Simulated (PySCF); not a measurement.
Match the calculated data to a structure.

All candidates are C6H13N.

* 1H NMR: chemical shifts (computed TMS as zero) by class: 7.62 (1 H), 3.75 (2 H), 2.11 (2 H), 1.44 (2 H), 1.33 (3 H), 1.22 (3 H) ppm [GIAO PBE0/pcSseg-1]
* 13C NMR: chemical shifts (computed TMS as zero) by class: 170.0 (1 C), 56.2 (1 C), 30.1 (1 C), 23.7 (1 C), 14.3 (1 C), 13.4 (1 C) ppm [GIAO PBE0/pcSseg-1]
* NMR, other nuclei: isotropic shieldings of nuclei other than C and H, by class: -127 (1 N) ppm [GIAO PBE0/pcSseg-1]
* Dipole: 1.97 D [PBE0/def2-SVPD]
* UV, strongest line: among the 6 lowest singlet transitions: S6 at 7.37 eV (168 nm, f = 0.286) [TDDFT PBE0/def2-SVPD]
* Polarisability: 82.9 au [PBE0/def2-SVPD]
* Rotational structure: rotational constants A, B, C: 7.207, 1.063, 1.036 GHz [GFN2-xTB]
* UV, first state: lowest singlet excitation: 4.74 eV (262 nm, f = 0.003) [TDDFT PBE0/def2-SVPD]
* Triplet: lowest triplet excitation (Tamm–Dancoff): 3.98 eV [TDA PBE0/def2-SVPD]

Electronic properties: PySCF, gas phase, density fitting. Levels stand in brackets. Isolated species at its GFN2-xTB geometry (one conformer only). NMR values are class means; diastereotopic atoms form classes of their own.

Problem. Which candidate is it?
A. `CCC/C(C)=N\C`
B. `CCNCC1CC1`
C. `CC/C=N\CCC`
D. `C1CCCNCC1`
E. `C[C@@H](N)C1CCC1`

Solution. C. It is `CC/C=N\CCC`. Numbering: `[CH3:1][CH2:2]/[CH:3]=[N:4]\[CH2:5][CH2:6][CH3:7]`. Its formula, C6H13N, gives 1 degree of unsaturation: 0 rings and 1 π bond in the structure found. 6 carbons fall into 6 classes; from least to most shielded: imine carbon [C3] (170.0 ppm), sp3 carbon bound to nitrogen [C5] (56.2 ppm), chain CH2 carbon [C6] (30.1 ppm), chain CH2 carbon [C2] (23.7 ppm), methyl carbon [C7] (14.3 ppm), methyl carbon [C1] (13.4 ppm). Hydrogen classes from least to most shielded: 1 H on an imine carbon, C3 (7.62 ppm), 2 H on an sp3 carbon bound to nitrogen, C5 (3.75 ppm), 2 H on a chain CH2 carbon, C2 (2.11 ppm), 2 H on a chain CH2 carbon, C6 (1.44 ppm, a mean of values up to 0.5 ppm apart in this geometry), 3 H on a methyl carbon, C7 (1.33 ppm, a mean of values up to 1.1 ppm apart in this geometry), 3 H on a methyl carbon, C1 (1.22 ppm). The other shieldings belong to: -127 ppm, imine nitrogen [N4]. The optimised geometry has point group C1 and is an asymmetric top.

The others, at the same levels:
- `CCC/C(C)=N\C` fails: its computed 13C shifts are 175.9 (1 C), 37.9 (1 C), 36.8 (1 C), 31.2 (1 C), 23.3 (1 C), 17.6 (1 C) ppm, 1H shifts are 3.42 (3 H), 2.01 (3 H), 1.98 (2 H), 1.37 (2 H), 1.07 (3 H) ppm and rotational constant A is 3.556 GHz (against 7.207 GHz).
- `C1CCCNCC1` fails: it has 3 carbon classes against 6; its computed 13C shifts are 56.8 (2 C), 35.5 (2 C), 29.2 (2 C) ppm, 1H shifts are 2.90 (4 H), 1.67 (4 H), 1.57 (4 H), 0.95 (1 H) ppm and rotational constant A is 3.304 GHz (against 7.207 GHz).
- `C[C@@H](N)C1CCC1` fails: its computed 13C shifts are 60.2 (1 C), 42.9 (1 C), 27.4 (1 C), 27.2 (1 C), 26.7 (1 C), 16.3 (1 C) ppm, 1H shifts are 2.46 (1 H), 2.21 (1 H), 2.20 (1 H), 2.15 (1 H), 1.95 (1 H), 1.81 (1 H), 1.76 (1 H), 1.66 (1 H), 0.90 (3 H), 0.21 (2 H) ppm and rotational constant A is 4.727 GHz (against 7.207 GHz).
- `CCNCC1CC1` fails: it has 5 carbon classes against 6; its computed 13C shifts are 61.6 (1 C), 49.9 (1 C), 18.1 (1 C), 14.9 (1 C), 4.5 (2 C) ppm, 1H shifts are 2.72 (2 H), 2.55 (2 H), 1.23 (3 H), 1.12 (1 H), 0.43 (2 H), 0.00 (2 H), -0.05 (1 H) ppm and rotational constant A is 8.843 GHz (against 7.207 GHz).

Each candidate is one conformer, not necessarily the lowest. Dipoles, sizes and rotational constants follow the conformer. The torsions of the flexible species, by atom-mapped SMILES:
- `[CH3:1][CH2:2]/[CH:3]=[N:4]\[CH2:5][CH2:6][CH3:7]`: C1–C2–C3–N4 -179°, C3–N4–C5–C6 110°, N4–C5–C6–C7 60°
- `[CH3:1][CH2:2][CH2:3]/[C:4]([CH3:5])=[N:6]\[CH3:7]`: C1–C2–C3–C4 -179°, C2–C3–C4–C5 89°
- `[CH3:1][C@@H:2]([NH2:3])[CH:4]1[CH2:5][CH2:6][CH2:7]1`: C1–C2–C4–C5 69°, H–N3–C2–C1 -58°, H–N3–C2–C1 61°
- `[CH3:1][CH2:2][NH:3][CH2:4][CH:5]1[CH2:6][CH2:7]1`: C1–C2–N3–C4 -177°, C2–N3–C4–C5 178°, N3–C4–C5–C6 -86°
